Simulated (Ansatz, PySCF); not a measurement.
CH5F2NSi. Atoms are numbered in the order given.

```xyz
10

C      1.5070     0.6069    -0.8144
Si    -0.0228    -0.0085     0.0116
N     -1.2199     1.1908     0.1382
F      0.2745    -0.5452     1.5087
F     -0.5243    -1.3397    -0.7713
H      1.2889     0.9602    -1.8342
H      1.9528     1.4378    -0.2486
H      2.2503    -0.2004    -0.8936
H     -1.3815     1.8536    -0.6097
H     -2.0475     1.0541     0.7068
```

Geometry optimised at PBE0-D3(BJ)/def2-SVP. This is a generated structure with no PubChem entry under its InChIKey; it may be hypothetical. One conformer was computed; it need not be the lowest.

Vertical ionisation energy (IE) and electron affinity (EA) in eV. Rows of orbital energies are one-electron estimates. Where ΔSCF, EOM or ADC give a negative EA the extra electron is unbound and the value depends on the basis.

```json
[
 {"level": "−ε(HOMO), −ε(LUMO), B3LYP/def2-TZVP (PySCF)", "IE": "___", "EA": "___"},
 {"level": "−ε(HOMO), −ε(LUMO), PBE/def2-TZVP (PySCF)", "IE": "6.60", "EA": "0.18"},
 {"level": "ΔSCF, PBE0/def2-SVPD (Ansatz), final states of multiplicity 2 and 2", "IE": "10.75", "EA": "-1.37"},
 {"level": "ΔSCF, PBE/def2-SVPD (Ansatz), final states of multiplicity 2 and 2", "IE": "10.53", "EA": "-1.18"}
]
```

Problem. What belongs in the gaps? (The exact figures need the calculation; the answer reports its results.)

Solution. 
- −ε(HOMO), −ε(LUMO), B3LYP/def2-TZVP (PySCF), IE: 7.89
- −ε(HOMO), −ε(LUMO), B3LYP/def2-TZVP (PySCF), EA: -0.27

Problem. What vertical singlet–triplet gap does ΔSCF give with PBE0/def2-SVPD (Ansatz, a first-principles code) and with PBE/def2-SVPD (Ansatz)? (An estimate is asked for; the answer gives what the named calculation found.)

Solution. 6.69 and 6.53 eV (triplet above singlet where positive).
